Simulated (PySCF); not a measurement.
UHF on Sc⁻ (scandium, charge -1), [Ar] 3d2 4s2, high-spin 3F determinant. Calculation: PySCF 2.14, in def2-TZVPPD; the non-relativistic Hamiltonian (point nucleus).

```
cycle= 1 E= -759.669555404326  delta_E= -0.00306  |g|= 0.0155  |ddm|= 0.0391
cycle= 2 E= -759.669670430716  delta_E= -0.000115  |g|= 0.00341  |ddm|= 0.0084
cycle= 3 E= -759.669679163991  delta_E= -8.73e-06  |g|= 0.000578  |ddm|= 0.00724
cycle= 4 E= -759.669680342583  delta_E= -1.18e-06  |g|= 0.00049  |ddm|= 0.00386
cycle= 5 E= -759.66968105313  delta_E= -7.11e-07  |g|= 9.83e-05  |ddm|= 0.00603
cycle= 6 E= -759.669681087529  delta_E= -3.44e-08  |g|= 1.05e-05  |ddm|= 0.0017
cycle= 7 E= -759.669681087629  delta_E= -9.99e-11  |g|= 1.83e-06  |ddm|= 4.76e-05
converged SCF energy = -759.669681087629  <S^2> = 2.0164995  2S+1 = 3.0109796
```

Highest occupied orbital energy: 0.339 eV; ⟨L²⟩ = 12.03; populations by l: s 8.00, p 12.00, d 2.00, f 0.00.

(1) Can this result be used?

Answers

(1) With care. The calculation finished and met its thresholds. The configuration of this anion was assumed by filling the next shell in order. It is not the known or likely ground configuration (Ca⁻, Sr⁻ and Ba⁻, for instance, bind a p electron), so these values are not the electron affinity of the element. At UHF the highest occupied level has a positive energy, so only the finite basis holds that electron.
